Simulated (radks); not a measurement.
The fluorine ion F3+, configuration [He] 2s2 2p2.

Calculated with a radial shooting solver on a logarithmic mesh with Libxc functionals: Dirac Kohn-Sham, PBE, spin-unpolarised, spherical densities, finite nucleus; open shells fill j = l - 1/2 first; Fermi nuclear charge, rms radius 2.8976 fm.

Energy parts (eV):
| part | energy |
|---|---|
| total | -2595.905 |
| kinetic | 2596.991 |
| electron-nucleus | -5814.391 |
| Hartree | 849.516 |
| exchange-correlation | -228.020 |

Orbitals (lengths in bohr, moments of r in powers of bohr):
1s1/2: occ. 2; eigenvalue (eV) -741.2698; <r^4> 0.004556; small-component weight 9.91e-04
2s1/2: occ. 2; eigenvalue (eV) -91.1878; <r^4> 1.475; small-component weight 1.45e-04
2p1/2: occ. 2; eigenvalue (eV) -72.8056; <r^4> 1.497; small-component weight 1.32e-04
2p3/2: occ. 0; eigenvalue (eV) -72.7046; <r^4> 1.504; small-component weight 1.32e-04

The highest occupied level is 2p1/2 at -72.806 eV. The electron density at the nucleus is 473.4 e/bohr^3. The density falls to 0.001 e/bohr^3 at r = 2.26 bohr. Summed over all electrons, <r^2> = 3.602 bohr^2, which gives a Langevin (diamagnetic) susceptibility term of -2.85 x 10^-6 cm^3/mol. For comparison, the ionisation energy in NIST's Atomic Spectra Database is 87.18 eV (semi-empirical). In exact Kohn-Sham theory the highest level is minus the ionisation energy, but local and semilocal functionals leave it too shallow, through self-interaction and a potential that decays too fast; potentials with the right tail come closer.

Beside tabulated values, note that spin-unpolarised runs miss the spin-polarisation part of the exchange energy of open shells.
